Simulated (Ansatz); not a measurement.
CH4Si (SMILES C[SiH]) moved off its minimum; all values from Ansatz (an electronic-structure program), cores frozen in correlated methods.
(charge 0, multiplicity 1)
```xyz
6

Si    -0.3003    -0.5502     0.5753
H     -1.3928    -0.6282    -0.6624
C      0.7798     0.4224    -0.7525
H      1.6141     0.9985    -0.3999
H      0.2291     1.2780    -1.1010
H      1.0998    -0.3017    -1.3617
```

Forces at B3LYP/def2-TZVPP (eV/Å):

| atom | Fx | Fy | Fz |
|---|---|---|---|
| Si1 | -0.555 | 0.557 | -1.869 |
| H2 | 0.563 | -0.282 | 1.316 |
| C3 | -1.059 | 2.857 | 4.169 |
| H4 | 1.072 | -0.419 | 0.768 |
| H5 | -0.948 | -0.333 | -1.216 |
| H6 | 0.927 | -2.380 | -3.169 |

Question: Give the forces (eV/Å), the total energy and the dipole at CCSD(T)/aug-cc-pV(T+d)Z.

Answer: 
```csv
atom,Fx,Fy,Fz
Si1,-0.578,0.572,-1.911
H2,0.596,-0.276,1.345
C3,-1.081,2.842,4.247
H4,1.133,-0.382,0.811
H5,-1.019,-0.286,-1.241
H6,0.949,-2.470,-3.250
```
Energy -329.4072 hartree, dipole 0.68 D.

Doubts at one or more of the structures used: a restricted determinant that unrestricted orbitals would lower (CCSD(T)/aug-cc-pV(T+d)Z).
